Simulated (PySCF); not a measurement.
Co: excitation energy

Co [Ar] 3d7 4s2 (4F) → Co [Ar] 3d7 4s1 4p1 (high-spin determinant), as a difference of total energies. Computed with PySCF 2.14 in x2c-TZVPPall with one added diffuse shell each of s, p, d, f type (7s6p5d3f1g, 80 functions), with the spin-free X2C one-electron Hamiltonian (Gaussian nucleus). Correlated levels: valence and next inner shell: [Ne] frozen. The calculations carry no spin-orbit coupling.

```json
{"method": "UHF", "excitation energy (eV)": "1.797"}
{"method": "MP2 (valence and next inner shell)", "excitation energy (eV)": "2.835"}
{"method": "SCS-MP2 (valence and next inner shell)", "excitation energy (eV)": "3.009"}
{"method": "CCSD (valence and next inner shell)", "excitation energy (eV)": "2.874"}
{"method": "CCSD(T) (valence and next inner shell)", "excitation energy (eV)": "2.978"}
```

Question: How much does correlation contribute at CCSD(T) (valence and next inner shell)?

Answer: 2.978 − (1.797) = 1.181 eV, measured against UHF.

The determinant of the upper state mixes LS terms, which raises its energy above the lowest term, most at the Hartree-Fock and MP2 levels.
